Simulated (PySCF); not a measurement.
Ta(O)(OH)(NH2)2 (H5N2O2Ta), SMILES [OH][Ta]([NH2])([NH2])=[O], multiplicity 1. The structure is a stationary point at PBE0-D3(BJ)/def2-SVP. The spin state was assumed, not searched. The structure was generated by enumeration; whether it is a known compound was not checked. The def2 effective core potentials stand for the cores of Ta; spin–orbit coupling is left out. Other conformers were not sampled.

Computed equilibrium geometry at PBE0-D3(BJ)/def2-SVP (PySCF confirms it by a frequency run) as bond lengths and angles, and its point group (one conformer of several):
point group Cs.
Atoms: Ta1 O2 O3 H4 N5 H6 H7 N8 H9 H10. Bond lengths (Å): Ta1–O2 1.723, Ta1–O3 1.921, Ta1–N5 1.989, Ta1–N8 1.989, O3–H4 0.960, N5–H6 1.016, N5–H7 1.017, N8–H9 1.016, N8–H10 1.017. Bond angles (°): O2–Ta1–O3 114.3, O2–Ta1–N5 106.0, O2–Ta1–N8 106.0, O3–Ta1–N5 109.3, O3–Ta1–N8 109.3, N5–Ta1–N8 111.7, Ta1–O3–H4 136.3, Ta1–N5–H6 124.9, Ta1–N5–H7 125.5, H6–N5–H7 109.5, Ta1–N8–H9 124.9, Ta1–N8–H10 125.5, H9–N8–H10 109.5.
Charge 0, spin multiplicity 1.
